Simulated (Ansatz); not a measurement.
Ansatz (an electronic-structure program) input (RI-MP2/aug-cc-pV(Q+d)Z):
A basis named .json is the Basis Set Exchange file of that set.

Ansatz 0.2 input:
```yaml
crystal:
  periodic: [false, false, false]
  atoms:
    - {symbol: Al, position_ang: [0.03602880, 0.03405350, 0.00181000]}
    - {symbol: C, position_ang: [-1.43681321, -1.21963383, -0.10851138]}
    - {symbol: H, position_ang: [-1.12655911, -2.14217570, -0.60566188]}
    - {symbol: H, position_ang: [-2.27937908, -0.80344543, -0.66234328]}
    - {symbol: H, position_ang: [-1.78683208, -1.50102281, 0.88753602]}
    - {symbol: O, position_ang: [-0.08989025, 1.52863229, -0.80227111]}
    - {symbol: H, position_ang: [0.57525313, 2.21675495, -0.81644680]}
    - {symbol: O, position_ang: [1.41134467, -0.40600229, 0.90198129]}
    - {symbol: H, position_ang: [2.19838674, 0.12395652, 1.02677275]}
basis:
  gaussian:
    orbitals: aug-cc-pV_Q+d_Z.json
    fitting: {mean_field: def2-universal-jkfit, correlation: aug-cc-pVQZ-RIFIT.json}
total_charge: 1
magnetization: {spin_polarized: true, initial_magnetization: 1}
correlation: {method: mp2, electrons: outside_noble_gas}
```

Output:

```
Functional definition: HF
integrals: 1.25 GiB planned
447 factors; integrals over basis functions are off by at most 4.0e0 eV
mean field: 2.77 GiB planned
mean field evaluation 1: about -11753.1509 eV, gradient 5.5e1 eV
mean field evaluation 2: about -11758.6910 eV, gradient 3.8e1 eV
mean field evaluation 4: about -11763.3645 eV, gradient 1.0e0 eV
mean field evaluation 8: about -11763.3834 eV, gradient 2.4e-6 eV
mean field evaluation 16: about -11763.0557 eV, gradient 2.7e-1 eV
mean field evaluation 32: about -11761.0745 eV, gradient 4.4e0 eV
mean field -11763.38336892 eV, -432.2963653003 hartree, gradient 2.4e-6 eV, S^2 0.756353; 5 other end points of the search recorded, 0 dependent functions left out
8 core orbitals not correlated
1098 factors; their error is unknown
reference -11763.38336892 eV, -432.2963653003 hartree; 12, 11 occupied and 539, 540 virtual orbitals, 1098 factors
second order -20.77235675 eV of doubles, -0.00000000 eV of singles
Total energy: -11784.15572567 eV, -433.0597353309 hartree
```

This state (charge 1, doublet) is run at the relaxed geometry of the species with charge 0 and multiplicity 1.
